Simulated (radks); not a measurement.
Values are calculated unless marked as measured or tabulated.
Task: Ta27+, 46 electrons, occupied as [Kr] 4d10. Code: a radial shooting solver on a logarithmic mesh with Libxc functionals. Model: scalar-relativistic Kohn-Sham, PBE, spin-unpolarised, spherical densities, point nucleus. Some entries of the table are withheld. Estimate them.

orbital,occ.,eigenvalue (eV),<1/r> (bohr^-1),<r> (bohr)
1s,2,-68279.86,(1),0.01866
2s,2,-12490.67,(2),0.07898
2p,6,-11056.83,18.14,0.07061
3s,2,-3574.559,7.412,(3)
3p,6,-3147.882,6.860,(4)
3d,10,-2652.215,6.478,(5)
4s,2,(6),3.355,0.4332
4p,6,-1235.638,3.112,0.4508
4d,10,-1047.699,2.877,0.4594

Result: 
(1) 1s <1/r> (bohr^-1): 85.47
(2) 2s <1/r> (bohr^-1): 19.96
(3) 3s <r> (bohr): 0.2042
(4) 3p <r> (bohr): 0.2041
(5) 3d <r> (bohr): 0.1849
(6) 4s eigenvalue (eV): -1385.899
